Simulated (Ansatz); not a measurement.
Geometry optimisation, RKS PBE/def2-SVP in Ansatz 0.2.0.

The input (input.yaml):

```yaml
crystal:
  periodic: [false, false, false]
  atoms:
    - { symbol: W, position_ang: [-0.545613, -0.546639, 0.314968] }
    - { symbol: H, position_ang: [-0.010171, -0.032249, 1.86666] }
    - { symbol: H, position_ang: [1.059789, -0.173516, 0.276283] }
    - { symbol: H, position_ang: [-0.160867, 1.052017, 0.270484] }
    - { symbol: H, position_ang: [-1.621538, 0.439878, -0.558145] }
    - { symbol: H, position_ang: [0.421959, -1.623087, -0.576323] }
    - { symbol: H, position_ang: [0.112896, 0.110748, -1.056282] }
    - { symbol: Br, position_ang: [2.034604, 2.171847, 0.938836] }
    - { symbol: H, position_ang: [1.29144, 1.291202, 1.907519] }
basis:
  gaussian: { orbitals: def2-SVP }
hamiltonian:
  xc: pbe
relax:
  f_tol: 0.03
  max_steps: 50
```

Command:

```bash
$ ansatz run input.yaml --threads 2 --pin off --max-ram 3072MiB --backend cpu --events-out ev --progress --plain --runs-dir out
```

Problem. Where does it end, and by what steps?

Solution. It converged. The force dipped under the threshold on the way, but the program's further checks kept it going. After 16 steps the energy has fallen by 0.343 eV; Br8 moved furthest, 0.97 Å.

| step | energy less start (eV) | largest force component (eV/Å) | accepted |
| --- | --- | --- | --- |
| 0 | 0.0000 | 1.014 | yes |
| 1 | -0.1644 | 0.633 | yes |
| 2 | -0.2388 | 0.429 | yes |
| 3 | -0.2812 | 0.143 | yes |
| 4 | -0.3064 | 0.136 | yes |
| 5 | -0.3208 | 0.095 | yes |
| 6 | -0.3231 | 0.503 | yes |
| 7 | -0.3399 | 0.057 | yes |
| 8 | -0.3410 | 0.010 | yes |
| 9 | -0.3384 | 0.173 | no |
| 10 | -0.3420 | 0.028 | yes |
| 11 | -0.3414 | 0.117 | no |
| 12 | -0.3426 | 0.028 | yes |
| 13 | -0.3427 | 0.110 | yes |
| 14 | -0.3431 | 0.055 | yes |
| 15 | -0.3433 | 0.036 | yes |
| 16 | -0.3435 | 0.021 | yes |

```xyz
9
Properties=species:S:1:pos:R:3
W -0.593 -0.602 0.337
H 0.077 0.063 1.755
H 1.012 -0.219 0.157
H -0.214 1.005 0.159
H -1.743 0.309 -0.519
H 0.318 -1.748 -0.526
H -0.056 -0.061 -1.135
Br 2.372 2.465 1.798
H 1.408 1.477 1.356
```

Whether the end is a true minimum wasn't checked by a vibrational analysis.

The run took 35 s on 2 threads of Intel(R) Xeon(R) Platinum 8375C CPU @ 2.90GHz (Ice Lake), with other jobs on the host, peak memory 0.16 GiB.
